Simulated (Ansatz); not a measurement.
`O/C=C(\Cl)[SiH2]O` + `N#CN` → `N#CN[SiH2]O` + `O/C=C\Cl`  (ligand exchange at the Si–C bond)

Computed with Ansatz on PBE0-D4/def2-TZVP structures; ΔE is electronic, products minus reactants. CCSD(T)/CBS is the MP2 limit (def2-TZVPP, def2-QZVPP) plus CCSD(T) − MP2 in def2-TZVPP, frozen cores. This one scheme is used for every species. Double bonds are as drawn, so ΔE can hold a change between cis and trans. Functionals use def2-TZVPP. B3LYP here is the variant with VWN-RPA as its local correlation; programs differ in this. One conformer a species, not always the lowest.

`O/C=C(\Cl)[SiH2]O`:

Z-matrix (Å, degrees):
```
Si
O 1 1.644
C 1 1.848 2 113.3
H 1 1.486 2 110.0 3 -121.4
H 1 1.482 2 106.6 3 117.1
H 2 0.958 1 117.9 3 73.1
C 3 1.338 1 124.9 2 113.5
Cl 3 1.751 1 118.0 2 -66.6
O 7 1.332 3 126.9 1 179.3
H 7 1.085 3 120.3 1 -0.5
H 9 0.969 7 108.2 3 0.3
```

`N#CN`:

Cartesian coordinates in Å:
```
N 1.574 0.310 1.025
C 0.589 0.135 0.450
N -0.581 -0.055 -0.164
H -0.804 0.618 -0.881
H -0.778 -1.008 -0.429
```

`N#CN[SiH2]O`:

```xyz
9

N     0.906   -0.987    2.508
C     0.305   -0.339    1.764
N    -0.351    0.399    0.873
Si    0.074    0.454   -0.825
O    -0.537   -0.778   -1.707
H    -1.233    0.770    1.199
H    -0.567    1.676   -1.342
H     1.552    0.455   -0.846
H    -0.150   -1.650   -1.623
```

`O/C=C\Cl`:

```xyz
7

O    -0.689   -0.784    1.108
C     0.021   -0.667   -0.021
C     0.380    0.468   -0.611
Cl   -0.067    1.991    0.069
H    -0.901    0.104    1.427
H     0.302   -1.622   -0.449
H     0.954    0.509   -1.523
```

```tsv
level	ΔE (kJ/mol)	difference from CCSD(T)/CBS
PBE-D4	-42.5	8.0
PBE0-D4	-45.5	5.0
B3LYP-D4	-49.8	0.7
ωB97M-V	-49.7	0.8
B2PLYP	-53.3	-2.8
PBE	-45.2	5.3
B3LYP	-54.1	-3.6
HF/def2-TZVPP	-61.4	-10.9
MP2/def2-TZVPP	-51.4	-0.9
SCS-MP2/def2-TZVPP	-53.9	-3.4
CCSD/def2-TZVPP	-54.0	-3.5
HF/def2-QZVPP	-62.3	-11.8
MP2/def2-QZVPP	-51.1	-0.6
SCS-MP2/def2-QZVPP	-53.6	-3.1
MP2/CBS(def2)	-50.4	0.1
CCSD/CBS(def2)	-52.9	-2.4
CCSD(T)/CBS	-50.5	0
```

Largest T1 diagnostic among the species: 0.014.

The D4 term adds +4.3 kJ/mol with B3LYP and +2.5 kJ/mol with PBE0; it sums over pairs of atoms, weighted by their polarisabilities, and B3LYP, whose exchange is more repulsive, gets the larger term. In def2-TZVPP, CCSD(T) changes the Hartree–Fock value by +9.8 kJ/mol (the triples alone add +2.4 kJ/mol) and MP2 by +10.0 kJ/mol.
